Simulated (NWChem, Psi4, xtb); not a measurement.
## CH5FGeO (SMILES [CH3][GeH]([OH])[F]): methods side by side

CH5FGeO: 9 atoms, total charge 0, spin state singlet. As SMILES, `[CH3][GeH]([OH])[F]`. The shape is that of a PBE0-D4/def2-TZVP optimisation. This is one conformer, not always the lowest.

| atom | x (Å) | y (Å) | z (Å) |
| --- | --- | --- | --- |
| C | -0.6690 | 0.9769 | -0.5842 |
| Ge | 0.0883 | -0.6437 | 0.1215 |
| O | 1.2700 | -0.1707 | 1.3455 |
| F | 0.9744 | -1.4386 | -1.1538 |
| H | 0.1389 | 1.6249 | -0.9246 |
| H | -1.2379 | 1.4935 | 0.1897 |
| H | -1.3271 | 0.7513 | -1.4235 |
| H | -0.8655 | -1.7251 | 0.6568 |
| H | 1.7165 | -0.9147 | 1.7555 |

Each level gives the dipole moment (D). The values are calculated.

| level | kind | program | value (D) | CPU time |
| --- | --- | --- | --- | --- |
| GFN2-xTB | semi-empirical | xtb | 2.27 | under 2 s |
| GFN0-xTB | semi-empirical | xtb | 2.45 | under 2 s |
| GFN1-xTB | semi-empirical | xtb | 2.13 | under 2 s |
| HF/def2-SVP | Hartree–Fock | NWChem | 2.13 | 32 s |
| PBE0/def2-SVP | global hybrid | NWChem | 1.83 | 33 s |
| CAM-B3LYP/def2-SVP (density fitting) | range-separated hybrid | Psi4 | 1.83 | 21 s |
| wB97X-D/def2-SVP (density fitting) | range-separated hybrid | Psi4 | 1.86 | 7.8 s |

All-electron rows without a relativistic Hamiltonian named are non-relativistic. The values span 1.83 to 2.45 D. Magnitudes only. CPU times are rough (shared hosts, several kinds of processor): they show what a rung costs within a factor of a few.
